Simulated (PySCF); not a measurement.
but-1-en-3-yne (C₄H₄), SMILES C#CC=C.

Geometry: PBE-D3(BJ)/def2-SVP.

Two levels are set side by side: TDDFT-PBE/def2-SVPD (PySCF) and TDDFT-B3LYP/def2-SVPD (PySCF). Vertical, same geometry. The lowest singlet is HOMO−1→LUMO 100 % with PBE and HOMO−1→LUMO 99 % with the other functional; states are paired by order. Differences are taken from unrounded values.

```csv
quantity,TDDFT-B3LYP,TDDFT-PBE,TDDFT-PBE minus TDDFT-B3LYP
lowest singlet excitation (eV),5.03,4.77,-0.26
lowest triplet excitation (TDA) (eV),3.26,3.26,-0.01
first bright state (f over 0.05) (eV),5.39,5.29,-0.10
its oscillator strength,0.24,0.23,-0.01
```

Functionals without exact exchange tend to place singlet excitations lower, as here. Differences between two approximate levels are no errors against the true value.

Rough cost on one machine, each run with all the roots and properties that it gave: TDDFT-B3LYP against TDDFT-PBE about 3 times.
